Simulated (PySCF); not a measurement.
A PySCF script (with the pyscf-properties extension) for the NMR shieldings of SMILES FC(C[C@H](C(OC)=O)C)(F)F, C$_{6}$H$_{9}$F$_{3}$O$_{2}$, on a GFN2-xTB geometry:

```python
import basis_set_exchange as bse
import numpy as np
from pyscf import gto, dft
from pyscf.prop import nmr

atoms = """
C     2.939692    0.721147   -0.493250
O     1.753516    0.405827    0.227088
C     0.780820   -0.176761   -0.466651
O     0.848393   -0.461189   -1.632009
C    -0.427606   -0.472875    0.416864
C    -0.448751   -1.976487    0.698335
C    -1.700166   -0.041040   -0.319172
C    -1.841566    1.466551   -0.330034
F    -2.927693    1.865006   -1.009845
F    -1.968782    1.971127    0.909514
F    -0.793519    2.092620   -0.882676
H     3.419017   -0.193020   -0.848234
H     3.587209    1.247706    0.202208
H     2.699110    1.351856   -1.350418
H    -0.320637    0.079440    1.354188
H    -0.505102   -2.529211   -0.236428
H     0.455679   -2.272582    1.223570
H    -1.306566   -2.233238    1.314509
H    -2.589274   -0.448452    0.164829
H    -1.658922   -0.385748   -1.355120
"""
names = dict.fromkeys(["C", "O", "F", "H"], "pcSseg-1")
basis = {el: gto.basis.parse(bse.get_basis(n, elements=[el], fmt="nwchem")) for el, n in names.items()}
mol = gto.M(atom=atoms, basis=basis, charge=0, verbose=0)
mf = dft.RKS(mol, xc="PBE0")
mf.grids.level = 2
mf.grids.alignment = dft.numint.BLKSIZE   # the property module wants whole blocks of grid points
mf.conv_tol = 1e-9
mf.kernel()

calc = nmr.RKS(mf)   # GIAO
C = mf.mo_coeff
Co = C[:, mf.mo_occ > 0]
resp = mf.gen_response(singlet=True, hermi=2)
def vind(x):   # induced exchange potential for any number of trial vectors
    d = np.einsum("pi,xij,qj->xpq", C, 2 * x.reshape(-1, C.shape[1], Co.shape[1]), Co, optimize=True)
    return np.einsum("xpq,pi,qj->xij", resp(d - d.transpose(0, 2, 1)), C, Co, optimize=True).ravel()
mo1, _ = nmr.rhf.solve_mo1(calc, with_cphf=vind)
sigma = calc.kernel(mo1)
for i, s in enumerate(sigma):   # ppm
    w = np.linalg.eigvalsh((s + s.T) / 2)
    print("%2d %-2s iso %8.1f  s11 %8.1f  s22 %8.1f  s33 %8.1f" % (i, mol.atom_pure_symbol(i), w.mean(), *w))
```

Question: What are the results?

Answer: 
```
 0 C  iso    132.5  s11    102.0  s22    116.2  s33    179.2
 1 O  iso    141.8  s11    -36.0  s22    225.5  s33    236.0
 2 C  iso      3.4  s11    -96.7  s22     35.8  s33     71.0
 3 O  iso    -79.4  s11   -341.1  s22   -235.3  s33    338.1
 4 C  iso    147.7  s11    137.6  s22    140.6  s33    164.9
 5 C  iso    166.1  s11    151.5  s22    159.3  s33    187.5
 6 C  iso    143.9  s11    126.1  s22    138.5  s33    167.2
 7 C  iso     51.5  s11     47.4  s22     49.6  s33     57.5
 8 F  iso    251.6  s11    161.5  s22    250.7  s33    342.5
 9 F  iso    257.5  s11    165.5  s22    258.8  s33    348.1
10 F  iso    256.0  s11    174.2  s22    264.6  s33    329.2
11 H  iso     27.9  s11     23.8  s22     25.6  s33     34.2
12 H  iso     27.9  s11     24.1  s22     26.1  s33     33.6
13 H  iso     27.6  s11     23.5  s22     26.1  s33     33.3
14 H  iso     28.9  s11     26.4  s22     28.6  s33     31.9
15 H  iso     30.4  s11     26.4  s22     29.1  s33     35.7
16 H  iso     30.3  s11     25.4  s22     28.5  s33     37.0
17 H  iso     30.7  s11     26.2  s22     28.3  s33     37.6
18 H  iso     29.8  s11     25.2  s22     30.1  s33     34.2
19 H  iso     28.8  s11     25.8  s22     28.6  s33     32.0
```

These numbers come from an equivalent density-fitted implementation of the same equations, which agrees with the script to about 0.01 ppm for H and up to a few tenths of a ppm for heavy atoms, so last digits may differ.

Question: Turn these shieldings into chemical shifts. Referencing at the same level of theory: $^{13}$C (σref 186.93), $^{1}$H (σref 31.72) vs TMS; $^{17}$O (σref 336.08) against H2O; CFCl3 for $^{19}$F (σref 170.95).

Answer: Averaging equivalent atoms: C 2: 183.5; C 7: 135.4; C 0: 54.5; C 6: 43.0; C 4: 39.2; C 5: 20.8; O 3: 415.5; O 1: 194.2; F 8/9/10: -84.1; H 11/12/13: 3.91; H 19: 2.89; H 14: 2.77; H 18: 1.87; H 15/16/17: 1.25 ppm. Unscaled 19F shifts against computed CFCl3 carry errors that often reach 10 to 50 ppm. Unscaled 17O shifts of doubly bonded oxygen tend to come out too high, by tens of ppm or more. Experimental scales use liquid or dissolved standards, which lie at an offset from isolated H2O (liquid H2O: subtract about 36 ppm).

Size and cost of the density-fitted run: 232 basis functions, 47 s wall time on 1 thread of an Arm Neoverse V1, shared host.
